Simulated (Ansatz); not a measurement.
Coupled-cluster diagnostics for Mg₄Zn₂⁺, Ansatz.

Geometry of the doublet (r2SCAN/def2-SVP):

```xyz
6

Mg   -1.3671   -1.5224    0.6559
Mg    0.1883   -0.8991   -1.9469
Mg    1.7408   -0.8193    0.8481
Mg    1.9384    2.1021    1.6720
Zn   -0.2532    0.9907    0.0859
Zn   -2.2472    0.1480   -1.3149
```

Correlated methods freeze 22 core orbitals; core or outer-core shells of Mg are correlated, in sets that lack core-valence functions. In CCSD on the charge 1 doublet the largest single amplitude is 0.18, so its Hartree–Fock determinant may place the open shell otherwise than the density functionals do. Another isomer (doublet) lies 0.24 eV lower at PBE0/def2-TZVP; other spin states weren't run for this one.

Estimate the CCSD(T) correlation energy, the shares of MP2 and (T), T1 and the reference's ⟨S²⟩ for: charge 1, doublet, own geometry in def2-SVP; and the rough time on 4 threads of Intel Xeon 6975P-C on a shared host.


| state | basis | correlation (eV) | MP2 share (%) | (T) share (%) | T1 | ⟨S²⟩ (pure) | wall time | remarks |
| --- | --- | --- | --- | --- | --- | --- | --- | --- |
| charge 1, doublet, own geometry | def2-SVP | -21.015 | 97.7 | 4.8 | 0.032 | 1.20 (0.75) | 1.9 min | spin-contaminated (⟨S²⟩ 1.20) |
Customary marks for T1 are 0.02 (closed shells), 0.045 (open shells) and about 0.05 (3d metals). T1 exceeds 0.02 in 1 of 1 rows and 0.045 in 0; the higher it lies, the less the single-reference result can be trusted.
